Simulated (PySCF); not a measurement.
Re(O)3(Me) cation (CH₃O₃Re), SMILES [CH3][Re](=[O])(=[O])=[O] (connectivity only; charge and spin as stated), charge +1, multiplicity 2.

The structure is a stationary point at B3LYP-D3(BJ)/def2-SVP. The multiplicity is an assumed one; no other spin state was optimised. The isomer is the one that the SMILES or the coordinates give; other isomers of the formula were not compared. The def2 effective core potentials stand for the cores of Re; spin–orbit coupling is left out.

These are B3LYP-D3(BJ)/def2-SVP (PySCF 2.14.0) values and carry that method's errors.

Frequencies are harmonic and unscaled.

```tsv
mode	ν (cm⁻¹)	IR (km/mol)	moving atoms (share of kinetic energy)
1	192	0.1	H 91 %
2	194	4.2	O 61 %, C 19 %, H 12 %, Re 8 %
3	208	0.5	O 73 %, Re 12 %, H 10 %
4	228	5.9	O 66 %, Re 12 %, C 12 %, H 9 %
5	231	1.7	O 60 %, C 22 %, H 17 %
6	327	1.4	O 93 %
7	577	8.4	C 74 %, H 18 %
8	660	6.2	O 62 %, H 27 %
9	734	10.2	H 53 %, O 28 %, C 13 %
10	749	1.7	H 79 %, C 18 %
11	992	33.9	O 88 %, Re 11 %
12	1051	22.1	O 95 %
13	1225	2.8	H 83 %, C 17 %
14	1350	28.5	H 94 %
15	1359	19.2	H 95 %
16	2983	92.3	H 98 %
17	3103	33.1	H 90 %, C 10 %
18	3104	23.1	H 90 %, C 10 %
```
